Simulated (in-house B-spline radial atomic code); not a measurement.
Ionisation energies with and without relativity, with size and susceptibility from the Dirac run. Dirac energy differences include first-order Breit, QED and recoil terms. NIST's values go from ground level to ground level; the uncertainty of those that are theory runs from under 0.1 % in few-electron ions to several per cent in heavy many-electron ones. Computed with a radial B-spline atomic code at the basis-set limit: non-relativistic Hartree-Fock and Dirac-Hartree-Fock, averages of the configuration (point nuclei without relativity, finite nuclei with it).

| ion | configuration | configuration after | ionisation non-relativistic (eV) | ionisation Dirac Breit and QED (eV) | tabulated value (eV) | tabulated kind | radius at density 0.001 (bohr) | diamagnetic susceptibility (10⁻⁶ cm³/mol) |
| --- | --- | --- | --- | --- | --- | --- | --- | --- |
| Rh3+ | [Kr] 4d6 | [Kr] 4d5 | 45.93 | 45.34 | 42 | tabulated theory | 3.149 | -20.779 |
| Pd3+ | [Kr] 4d7 | [Kr] 4d6 | ? | ? | ? | tabulated theory | ? | ? |
| Ag3+ | [Kr] 4d8 | [Kr] 4d7 | 50.70 | 50.02 | 49 | tabulated theory | 3.043 | -20.525 |
| Cd3+ | [Kr] 4d9 | [Kr] 4d8 | 53.08 | 52.36 | 51 | tabulated theory | 2.99 | -20.331 |
| In3+ | [Kr] 4d10 | [Kr] 4d9 | 55.47 | 54.70 | 55.45 | measured | 2.939 | -20.109 |
| Sn3+ | [Kr] 4d10 5s1 | [Kr] 4d10 | 37.84 | 39.25 | 40.74 | measured | 3.36 | -22.274 |
| Sb3+ | [Kr] 4d10 5s2 | [Kr] 4d10 5s1 | 40.15 | 41.62 | 43.804 | measured | 3.495 | -23.979 |
| Te3+ | [Kr] 4d10 5s2 5p1 | [Kr] 4d10 5s2 | 35.81 | 36.04 | 37.4155 | measured | 3.648 | -26.229 |
| I3+ | [Kr] 4d10 5s2 5p2 | [Kr] 4d10 5s2 5p1 | ? | ? | ? | measured | ? | ? |
| Xe3+ | [Kr] 4d10 5s2 5p3 | [Kr] 4d10 5s2 5p2 | 41.17 | 41.46 | 42.2 | measured | 3.665 | -29.072 |
| Cs3+ | [Kr] 4d10 5s2 5p4 | [Kr] 4d10 5s2 5p3 | ? | ? | ? | tabulated theory | ? | ? |
| Ba3+ | [Kr] 4d10 5s2 5p5 | [Kr] 4d10 5s2 5p4 | 46.69 | 47.04 | 47 | semi-empirical | 3.572 | -30.548 |
| La3+ | [Kr] 4d10 5s2 5p6 | [Kr] 4d10 5s2 5p5 | 49.51 | 49.91 | 49.95 | semi-empirical | 3.513 | -30.961 |
| Ce3+ | [Xe] 4f1 | [Kr] 4d10 5s2 5p6 | 38.79 | 34.98 | 36.906 | semi-empirical | 3.469 | -30.53 |
| Pr3+ | [Xe] 4f2 | [Xe] 4f1 | 39.97 | 36.03 | 38.981 | semi-empirical | 3.426 | -30.076 |

(1) Fill in the row of Pd3+.

(2) Fill in the row of I3+.

(3) Fill in the row of Cs3+.

Answers

(1) ionisation non-relativistic (eV): 48.32; ionisation Dirac Breit and QED (eV): 47.68; tabulated value (eV): 46; radius at density 0.001 (bohr): 3.096; diamagnetic susceptibility (10⁻⁶ cm³/mol): -20.679.

(2) ionisation non-relativistic (eV): 38.47; ionisation Dirac Breit and QED (eV): 38.73; tabulated value (eV): 40.357; radius at density 0.001 (bohr): 3.682; diamagnetic susceptibility (10⁻⁶ cm³/mol): -27.873.

(3) ionisation non-relativistic (eV): 43.91; ionisation Dirac Breit and QED (eV): 44.23; tabulated value (eV): 43; radius at density 0.001 (bohr): 3.624; diamagnetic susceptibility (10⁻⁶ cm³/mol): -29.937.
